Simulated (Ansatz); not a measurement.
One change: `BNC(C)F` becomes `C#CC(C)F`.

Ansatz, PBE0-D4/def2-TZVP geometries, multiplicity 1. Each molecule was computed in one conformer, which needn't be the lowest.

```json
{"property": "HOMO–LUMO gap (B3LYP/def2-TZVPP) / eV", "`BNC(C)F`": "8.06"}
{"property": "LUMO energy (ωB97M-V/def2-TZVPP) / eV", "`BNC(C)F`": "1.65"}
{"property": "ideal-gas entropy at 298 K and 1 bar (rigid rotor, harmonic PBE0-D4/def2-TZVP) / J/(mol·K)", "`BNC(C)F`": "316"}
{"property": "HOMO–LUMO gap (ωB97M-V/def2-TZVPP) / eV", "`BNC(C)F`": "12.76"}
{"property": "LUMO energy (B3LYP/def2-TZVPP) / eV", "`BNC(C)F`": "-0.42"}
{"property": "HOMO energy (PBE/def2-TZVPP) / eV", "`BNC(C)F`": "-7.37"}
```

(1) Give the same properties after the change, and the shifts. (An estimate is asked.)

## Answers

(1) The calculation gave: 
```tsv
property	`C#CC(C)F`	shift
HOMO–LUMO gap (B3LYP/def2-TZVPP) / eV	7.94	-0.12
LUMO energy (ωB97M-V/def2-TZVPP) / eV	2.38	0.73
ideal-gas entropy at 298 K and 1 bar (rigid rotor, harmonic PBE0-D4/def2-TZVP) / J/(mol·K)	307	-9
HOMO–LUMO gap (ωB97M-V/def2-TZVPP) / eV	12.79	0.03
LUMO energy (B3LYP/def2-TZVPP) / eV	0.04	0.46
HOMO energy (PBE/def2-TZVPP) / eV	-6.86	0.51
```

With PBE0 the HOMO rises by 0.60 eV and the LUMO rises by 0.48 eV, so the gap narrows by about 0.12 eV. PBE moves the HOMO by 0.51 eV and ωB97M-V by 0.70 eV. The zero-point energy changes by -53.9 kJ/mol with -6 modes.

B3LYP here is the variant with VWN-RPA as its local correlation; programs differ in this.
